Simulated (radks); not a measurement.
Results of a calculation; reference values are marked as such.
Effect of the nuclear size on the cerium ion Ce2+, [Xe] 4f2. Code: a radial shooting solver on a logarithmic mesh with Libxc functionals. Model: Dirac Kohn-Sham, relativistic LDA (MacDonald-Vosko exchange, VWN5 correlation), spin-unpolarised, spherical densities, finite nucleus; open shells are shared between the two j in proportion to 2j + 1; Fermi nuclear charge, rms radius 4.8771 fm. The rms radius is varied about that value; shifts are against it.

\begin{tabular}{lrrrrrrrrr}
rms radius (fm) & total energy shift (eV) & density at nucleus (e/bohr^3) & 1s1/2 shift (meV) & 2s1/2 shift (meV) & 4p1/2 shift (meV) & 5s1/2 shift (meV) & 5p1/2 shift (meV) & 4f7/2 shift (meV) & 6s1/2 (empty) shift (meV) \\ \hline
4.2236 & -2.59 & 3.896e+05 & -1070 & -131 & 0.287 & -1.02 & 0.061 & 0.145 & -0.181 \\
4.5747 & -1.23 & 3.832e+05 & -510 & -62.4 & 0.137 & -0.484 & 0.029 & 0.069 & -0.086 \\
4.8771 & 0 & 3.782e+05 & 0.000 & 0.000 & 0.000 & 0.000 & 0.000 & 0.000 & 0.000 \\
5.0234 & 0.619 & 3.759e+05 & 256 & 31.3 & -0.069 & 0.243 & -0.015 & -0.035 & 0.043 \\
5.7696 & 4.00 & 3.652e+05 & 1650 & 203 & -0.444 & 1.57 & -0.095 & -0.224 & 0.280 \\
\end{tabular}

Slopes of the eigenvalues against <r^2> in GHz/fm^2, as finite differences over the two radii next to the reference (eigenvalue slopes, not the field-shift constants of lines): 1s1/2 43000, 2s1/2 5270, 4p1/2 -11.5, 5s1/2 40.8, 5p1/2 -2.46, 4f7/2 -5.84, 6s1/2 (empty) 7.28.
